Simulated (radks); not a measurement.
Results of a calculation; reference values are marked as such.
Question: Spin polarisation of the 6p1 shell in Tl. Start: [Hg] 6p(up 0.5, down 0.5); electrons of 6p are moved from spin down to spin up, other shells keep equal spins. Code: a radial shooting solver on a logarithmic mesh with Libxc functionals. Model: non-relativistic Kohn-Sham, PBE, spin-polarised, spherical densities, point nucleus. Estimate the energy gained and the exchange splitting at a moment of 1 Bohr magnetons.

Answer: At moment 1 the spin-polarisation energy is -0.149 eV and the 6p exchange splitting 0.609 eV, that is 0.609 eV per Bohr magneton; E = -I m^2/4 would give I = 0.596 eV.
